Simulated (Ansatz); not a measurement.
Consider the formal exchange of groups at the Si–N bond: `C=C=N[SiH](F)F` + `C#CC(=O)[SiH3]` → `O=C([SiH3])[SiH](F)F` + `C#CN=C=C`.

Program: Ansatz. Geometries: PBE0-D4/def2-TZVP. ΔE: electronic, gas phase. CBS: MP2 limit from def2 TZ/QZ plus the TZ coupled-cluster correction, frozen cores. Functionals use def2-TZVPP. B3LYP here is the variant with VWN-RPA as its local correlation; programs differ in this. One conformer a species, not always the lowest.

`C=C=N[SiH](F)F`:

Cartesian coordinates in Å:
```
C -1.842 -0.374 1.178
C -0.623 -0.346 0.714
N 0.523 -0.356 0.328
Si 1.453 0.335 -0.921
F 0.569 1.116 -1.976
F 2.156 -0.850 -1.692
H -2.533 -1.132 0.835
H -2.165 0.366 1.897
H 2.461 1.241 -0.364
```

`C#CC(=O)[SiH3]`:

```xyz
9

C     1.256    1.152   -1.680
C     0.858    0.204   -1.056
C     0.295   -0.836   -0.220
O     0.570   -2.007   -0.364
Si   -0.931   -0.238    1.148
H     1.626    1.972   -2.251
H    -1.408   -1.427    1.889
H    -2.055    0.477    0.491
H    -0.210    0.703    2.043
```

`O=C([SiH3])[SiH](F)F`:

Cartesian coordinates in Å:
```
O 1.483 -0.675 1.149
C 0.589 -0.242 0.450
Si 0.579 1.615 -0.111
Si -0.783 -1.494 -0.043
F -2.188 -0.752 -0.023
F -0.516 -1.958 -1.537
H 0.142 1.676 -1.530
H 1.934 2.184 0.072
H -0.420 2.320 0.734
H -0.821 -2.674 0.839
```

`C#CN=C=C`:

Cartesian coordinates in Å:
```
C -0.330 2.353 -1.116
C -0.462 1.365 -0.445
N -0.720 0.332 0.347
C -0.114 -0.716 0.500
C 0.444 -1.864 0.747
H -0.190 3.216 -1.722
H 1.194 -1.950 1.523
H 0.178 -2.737 0.165
```

| level | ΔE (kJ/mol) |
| --- | --- |
| B3LYP-D4 | 148.5 |
| ωB97X-V | 153.6 |
| B3LYP | 148.9 |
| HF/def2-TZVPP | 175.7 |
| SCS-MP2/def2-TZVPP | 166.8 |
| SCS-MP2/def2-QZVPP | 167.2 |
| HF/CBS(def2) | 176.9 |
| MP2/CBS(def2) | 168.4 |

Q: What does CCSD(T)/CBS give? (Estimate.)

A: Ansatz gave: +160.9 kJ/mol. The listed levels differ from it by -12.4, -7.3, -12.0, 14.8, 5.9, 6.3, 16.0, 7.5 kJ/mol.

Largest T1 diagnostic among the species: 0.016.

From PBE to PBE0 (25 % exact exchange), in def2-TZVPP and without D4, ΔE moves by +11.2 kJ/mol. In def2-TZVPP, CCSD(T) changes the Hartree–Fock value by −14.8 kJ/mol (the triples alone add −2.0 kJ/mol) and MP2 by −7.3 kJ/mol.
